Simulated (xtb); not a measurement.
Cl3NbO, charge +1, doublet, geometry from GFN2-xTB (such geometries of metal compounds can be far from the true shape) (the multiplicity is a formal guess), atoms displaced at random by about 0.1 Å a coordinate. Base run: GFN2-xTB in xtb.

The xtb input:
```
$ xtb mol.xyz --gfn 2 --chrg 1 --uhf 1 --opt --json

# file mol.xyz
5

Nb     0.26352293    -0.07983065    -0.27704957
O      1.56137905    -0.60312011    -1.02704261
Cl     0.56900835     0.79586260     1.83423359
Cl    -0.68385433     1.36950064    -1.50868118
Cl    -1.16721830    -1.60176943     0.43623603
```

The base run was repeated with changes; each row names its change, and settings that it needs were set with it.

```json
[
 {"change": "base", "ΔE vs base (kcal/mol)": "0.000", "optimiser steps": "7"},
 {"change": "opt level = sloppy", "ΔE vs base (kcal/mol)": "0.006", "optimiser steps": "5"},
 {"change": "opt level = extreme", "ΔE vs base (kcal/mol)": "0.000", "optimiser steps": "9"},
 {"change": "opt level = lax", "ΔE vs base (kcal/mol)": "0.001", "optimiser steps": "6"},
 {"change": "engine = lbfgs", "ΔE vs base (kcal/mol)": "0.000", "optimiser steps": "-"},
 {"change": "opt level = vtight", "ΔE vs base (kcal/mol)": "0.000", "optimiser steps": "9"},
 {"change": "opt level = crude", "ΔE vs base (kcal/mol)": "0.050", "optimiser steps": "4"},
 {"change": "opt level = loose", "ΔE vs base (kcal/mol)": "0.001", "optimiser steps": "6"},
 {"change": "engine = inertial", "ΔE vs base (kcal/mol)": "0.000", "optimiser steps": "-"},
 {"change": "opt level = tight", "ΔE vs base (kcal/mol)": "0.000", "optimiser steps": "8"}
]
```
